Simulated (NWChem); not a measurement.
System: SiBrF3; SMILES F[Si](Br)(F)F

Here is an NWChem input.

```
start job
memory heap 200 mb stack 900 mb global 1100 mb
geometry units angstroms noautoz
  F     -0.139458     1.479839     1.358952
  Si     0.000000     0.000000     0.804575
  F      1.351308    -0.619145     1.358952
  F     -1.211849    -0.860694     1.358952
  Br     0.000000     0.000000    -1.382059
end
basis spherical
  F library def2-svp
  Si library def2-svp
  Br library def2-svp
end
dft
  xc m06-2x
  grid xfine
  iterations 150
  mulliken
end
task dft gradient
```

NWChem printed, in part:

```
             Northwest Computational Chemistry Package (NWChem) 7.3.0
             --------------------------------------------------------

 C3  symmetry detected

                             Geometry "geometry" -> ""
                             -------------------------

 Output coordinates in angstroms (scale by  1.889725989 to convert to a.u.)

  No.       Tag          Charge          X              Y              Z
 ---- ---------------- ---------- -------------- -------------- --------------
    1 F                    9.0000     1.48625598     0.02039226    -1.36442978
    2 Si                  14.0000     0.00000000    -0.00000000    -0.81005278
    3 F                    9.0000    -0.76078820     1.27693930    -1.36442978
    4 F                    9.0000    -0.72546778    -1.29733156    -1.36442978
    5 Br                  35.0000     0.00000000     0.00000000     1.37658122

 Effective nuclear repulsion energy (a.u.)     454.9964226343

      Symmetry information
      --------------------

 Group name             C3
 Group number              5
 Group order               3
 No. of unique centers     3

                                 NWChem DFT Module
                                 -----------------

 Summary of "ao basis" -> "ao basis" (spherical)
 ------------------------------------------------------------------------------
       Tag                 Description            Shells   Functions and Types
 ---------------- ------------------------------  ------  ---------------------
 F                          def2-svp                 6       14   3s2p1d
 Si                         def2-svp                 8       18   4s3p1d
 Br                         def2-svp                12       32   5s4p3d

      Symmetry analysis of basis
      --------------------------

        a          34
        e+         29
        e-         29

  Rotation of axis

            General Information
            -------------------
          SCF calculation type: DFT
          Wavefunction type:  closed shell.
          No. of atoms     :     5
          No. of electrons :    76
           Alpha electrons :    38
            Beta electrons :    38
          Charge           :     0
          Spin multiplicity:     1
          Use of symmetry is: on ; symmetry adaption is: on
          Maximum number of iterations: 150
          AO basis - number of functions:    92
                     number of shells:    38
          Convergence on energy requested:  1.00D-06
          Convergence on density requested:  1.00D-05
          Convergence on gradient requested:  5.00D-04

              XC Information
              --------------
                       M06-2X Method XC Functional
                     Hartree-Fock (Exact) Exchange  0.540
                        M06-2X Exchange Functional  1.000
                      M06-2X Correlation Potential  1.000

             Grid Information
             ----------------
          Grid used for XC integration:  xfine
          Radial quadrature: Mura-Knowles
          Angular quadrature: Lebedev.
          Tag              B.-S. Rad. Rad. Pts. Rad. Cut. Ang. Pts.
          ---              ---------- --------- --------- ---------
          F                   0.50      100           9.0      1454
          Si                  1.10      125           8.0      1454
          Br                  1.15      160           9.0      1454
          Grid pruning is: on
          Number of quadrature shells:   385
          Spatial weights used:  Erf1

      Superposition of Atomic Density Guess
      -------------------------------------

 Sum of atomic energies:       -3158.70188696

      Non-variational initial energy
      ------------------------------

 Total energy =   -3159.582710
 1-e energy   =   -5307.277781
 2-e energy   =    1692.698648
 HOMO         =      -0.413883
 LUMO         =       0.042321

      Symmetry analysis of molecular orbitals - initial
      -------------------------------------------------

  Numbering of irreducible representations:

     1 a           2 e+          3 e-

  Orbital symmetries:

     1 a           2 a           3 a           4 a           5 e+
     6 e+          7 a           8 e+          9 e+         10 a
    11 a          12 e+         13 e+         14 a          15 e+
    16 e+         17 a          18 a          19 e+         20 e+
    21 e+         22 e+         23 a          24 e+         25 e+
    26 a          27 a          28 e+         29 e+         30 a
    31 e+         32 e+         33 e+         34 e+         35 a
    36 a          37 e+         38 e+         39 a          40 e+
    41 e+         42 a          43 a          44 a          45 e+
    46 e+         47 a          48 e+

     ---------------------------------------------
      Total Density - Mulliken Population Analysis
     ---------------------------------------------

    Atom       Charge   Shell Charges
 -----------   ------   -------------------------------------------------------
    1 F    9     9.54   1.99  1.14  0.78  3.50  2.13  0.00
    2 Si  14    12.04   2.00  1.99  0.67  0.04  5.93  0.71  0.34  0.37
    3 F    9     9.54   1.99  1.14  0.78  3.50  2.13  0.00
    4 F    9     9.54   1.99  1.14  0.78  3.50  2.13  0.00
    5 Br  35    35.34   2.00  2.00  2.00  1.36  0.59  6.00  5.99  2.35  3.05  8.23  1.73  0.06

[...]

                         DFT ENERGY GRADIENTS

    atom               coordinates                        gradient
                 x          y          z           x          y          z
   1 F       2.808617   0.038536  -2.578398   -0.001727  -0.000023   0.000555
   2 Si      0.000000  -0.000000  -1.530778    0.000000   0.000000  -0.009331
   3 F      -1.437681   2.413065  -2.578398    0.000883  -0.001484   0.000555
   4 F      -1.370935  -2.451601  -2.578398    0.000843   0.001507   0.000555
   5 Br      0.000000   0.000000   2.601361   -0.000000   0.000000   0.007666
```

Level: M06-2X/def2-SVP. Structure relaxed at the B3LYP/6-31G* (spherical d) level.
